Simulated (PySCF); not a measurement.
[WO4]2- (charge -2 and singlet state).
Bonds: W1–O2, W1–O3, W1–O4, W1–O5.
The ion is multiply charged and has no counter-ions or solvent; whether it holds all its electrons wasn't checked.

Computed by this run: PySCF 2.14.0, PBE0-D3(BJ)/def2-SVP geometry optimisation, gas phase, def2 core potentials past Kr; density fitting, grid level 1; the optimiser is geomeTRIC in internal coordinates, started from a GFN2-xTB structure with every atom displaced at random (about 0.03 Å).

Step 0: E = -10001.5606 eV
```
atom  x, y, z in Å  |  force x, y, z in eV/Å
W1      0.0612   -0.0773    0.0127   -5.930   2.587  -0.347
O2     -0.0058   -0.0323    1.7970    0.475  -0.326   0.463
O3      1.6359    0.0047   -0.6372    4.065  -0.335  -1.134
O4     -0.7576    1.4828   -0.5916    0.898  -2.008   0.775
O5     -0.8588   -1.4884   -0.6429    0.491   0.082   0.242
```

Question: Estimate the geometry and energy of step 1. (The exact step hangs on the optimiser's Hessian estimate; all steps are aligned on step 0, rigid shifts and turns removed.)

Answer: E = -10001.8393 eV, largest force 3.238 eV/Å
```
atom  x, y, z in Å  |  force x, y, z in eV/Å
W1     -0.0146   -0.0028   -0.0183    2.578  -1.842   0.667
O2      0.0224   -0.0541    1.7833   -0.208   0.163  -0.406
O3      1.7122   -0.0448   -0.6145   -1.243   0.165   0.322
O4     -0.7994    1.4586   -0.5836   -0.895   1.384  -0.530
O5     -0.8458   -1.4674   -0.6290   -0.232   0.130  -0.053
```

The energy changes by -0.2787 eV. The first-order estimate −F·Δx gives -0.9968 eV and the mean of the old and new forces, exact on a quadratic surface, -0.2713 eV. The step makes an angle of 40° with the force vector and moves no atom by more than 0.111 Å.

The cost below is that of the whole optimisation. Time: 24 s wall; peak memory 0.34 GiB. Hardware: an Arm Neoverse V2 with one thread, shared host with 96 logical CPUs at a one-minute load of 21.
